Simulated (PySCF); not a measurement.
Compound: C₇H₇P.
Atom-mapped SMILES: `[CH2:1]=[CH:2][c:3]1[cH:4][cH:5][p:6][cH:7][cH:8]1` (hydrogens: H9, H10 on C1; H11 on C2; H12 on C4; H13 on C5; H14 on C7; H15 on C8)

The same species was optimised twice, with GFN2-xTB and with PBE0-D3(BJ)/def2-SVP (PySCF), and the same property calculations (PySCF, gas phase) were run on both structures.

```
     coordinate  GFN2-xTB  PBE0-D3(BJ)/def2-SVP  change
      C7–C8 (Å)     1.375                 1.388  +0.013
      C2–C3 (Å)     1.456                 1.468  +0.012
      C4–C5 (Å)     1.374                 1.385  +0.011
      C1=C2 (Å)     1.329                 1.339  +0.010
      C3–C4 (Å)     1.398                 1.407  +0.009
      C3–C8 (Å)     1.399                 1.405  +0.006
      C5–P6 (Å)     1.736                 1.741  +0.005
      P6–C7 (Å)     1.735                 1.736  +0.001
   C1–C2–C3 (°)     127.3                 127.5    +0.2
   C2–C3–C8 (°)     117.7                 117.9    +0.2
   C5–P6–C7 (°)      99.3                  99.4    +0.1
   C3–C4–C5 (°)     124.3                 124.2    -0.1
   C2–C3–C4 (°)     122.0                 121.9    -0.1
   C4–C3–C8 (°)     120.2                 120.1    -0.1
   C4–C5–P6 (°)     125.9                 126.0    +0.1
   C3–C8–C7 (°)     124.7                 124.6    -0.1
C1–C2–C3–C4 (°)         0                     1      +1
```

Rotational constants: A = 4707, B = 1145, C = 921.1 MHz (GFN2-xTB) against A = 4663, B = 1129, C = 909.1 MHz (PBE0-D3(BJ)/def2-SVP). Point groups within 0.08 Å: Cs and Cs.

On the GFN2-xTB structure: lowest singlet, TDDFT (eV) 4.36 [PBE0/def2-SVPD]; lowest triplet, Tamm–Dancoff (eV) 2.60 [PBE0/def2-SVPD]; isotropic polarisability (au) 112.8 [PBE0/def2-SVPD]; HOMO (eV) -6.61 [PBE0/def2-SVPD]; LUMO (eV) -1.92 [PBE0/def2-SVPD]; dipole (D) 1.69 [PBE0/def2-SVPD]; HOMO (eV) -6.64 [PBE0/pcSseg-1]; LUMO (eV) -1.94 [PBE0/pcSseg-1]; dipole (D) 1.75 [PBE0/pcSseg-1]; GIAO shielding of C1 (ppm) 66.5 [PBE0/pcSseg-1]; GIAO shielding of C2 (ppm) 40.8 [PBE0/pcSseg-1]; GIAO shielding of C3 (ppm) 45.8 [PBE0/pcSseg-1]; GIAO shielding of C4/C8 (mean) (ppm) 50.2 [PBE0/pcSseg-1]; GIAO shielding of C5/C7 (mean) (ppm) 21.4 [PBE0/pcSseg-1]; GIAO shielding of P6 (ppm) 86.3 [PBE0/pcSseg-1].

**Question.** What do these properties become on the PBE0-D3(BJ)/def2-SVP structure?

**Answer.** 
```
                                    property           level  on GFN2-xTB  on PBE0-D3(BJ)/def2-SVP  change
                  lowest singlet, TDDFT (eV)  PBE0/def2-SVPD         4.36                     4.34   -0.02
           lowest triplet, Tamm–Dancoff (eV)  PBE0/def2-SVPD         2.60                     2.60    0.00
               isotropic polarisability (au)  PBE0/def2-SVPD        112.8                    114.3    +1.5
                                   HOMO (eV)  PBE0/def2-SVPD        -6.61                    -6.63   -0.02
                                   LUMO (eV)  PBE0/def2-SVPD        -1.92                    -1.94   -0.02
                                  dipole (D)  PBE0/def2-SVPD         1.69                     1.68   -0.01
energy, GFN2-xTB geometry as zero (kcal/mol)  PBE0/def2-SVPD          0.0                     -0.9    -0.9
                                   HOMO (eV)   PBE0/pcSseg-1        -6.64                    -6.65   -0.01
                                   LUMO (eV)   PBE0/pcSseg-1        -1.94                    -1.95   -0.01
                                  dipole (D)   PBE0/pcSseg-1         1.75                     1.74   -0.01
energy, GFN2-xTB geometry as zero (kcal/mol)   PBE0/pcSseg-1          0.0                     -0.3    -0.3
                  GIAO shielding of C1 (ppm)   PBE0/pcSseg-1         66.5                     63.6    -2.9
                  GIAO shielding of C2 (ppm)   PBE0/pcSseg-1         40.8                     38.4    -2.4
                  GIAO shielding of C3 (ppm)   PBE0/pcSseg-1         45.8                     43.4    -2.4
        GIAO shielding of C4/C8 (mean) (ppm)   PBE0/pcSseg-1         50.2                     47.6    -2.6
        GIAO shielding of C5/C7 (mean) (ppm)   PBE0/pcSseg-1         21.4                     19.7    -1.7
                  GIAO shielding of P6 (ppm)   PBE0/pcSseg-1         86.3                     85.5    -0.8
```

The heavy atoms differ by 0.014 Å rms after alignment. Among bonds between heavy atoms C2–C3 and C7–C8 change most and about equally (+0.012 to +0.013 Å). Changes are differences of the printed values. Neither structure is proved a minimum here.

Shape of the structure used: `[CH2:1]=[CH:2][c:3]1[cH:4][cH:5][p:6][cH:7][cH:8]1`: C1–C2–C3–C4 1°.
